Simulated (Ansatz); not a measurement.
Molecule: C2H9P2Si, net charge 0, doublet state. It need not be the lowest isomer of its formula. SMILES: [Si](C)(C)([PH])P
Structure (B3LYP-D3(BJ)/def2-TZVP (Ansatz, a program for electronic structure) minimum search):
```
Si
C 1 1.8777
H 2 1.0914 1 111.21
H 2 1.0920 3 108.12 1 -121.82
H 2 1.0921 3 107.90 4 -116.74
C 1 1.8793 2 110.89 3 -179.29
H 6 1.0909 1 111.22 2 177.71
H 6 1.0918 7 108.03 1 -121.56
H 6 1.0925 7 108.26 8 -116.98
P 1 2.2500 2 109.49 3 55.25
H 10 1.4243 1 91.99 2 169.61
P 1 2.2812 2 107.14 3 -62.50
H 12 1.4183 1 95.46 2 72.59
H 12 1.4184 13 94.07 1 -95.95
```
Charge 0, spin multiplicity 2.

Parts of the frozen-core correlation energy in cc-pVTZ (Ansatz, hartree). Frozen orbitals: 17; correlated occupied orbitals by spin: 16 and 15; virtual: 255 and 256. UHF or UKS for open shells. No spin-orbit coupling. Non-relativistic.

| term | value |
|---|---|
| reference (HF) | -1051.47326 |
| MP2 opposite-spin | ___ |
| MP2 same-spin | -0.16266 |
| CCSD correlation | ___ |
| (T) | ___ |
| T1 diagnostic | 0.014 |
| largest doubles amplitude | 0.021 |
| <S^2> of the reference | 0.768 |

Q: What belongs in the gaps?

A: 
- MP2 opposite-spin, value: -0.60472
- CCSD correlation, value: -0.84468
- (T), value: -0.03631
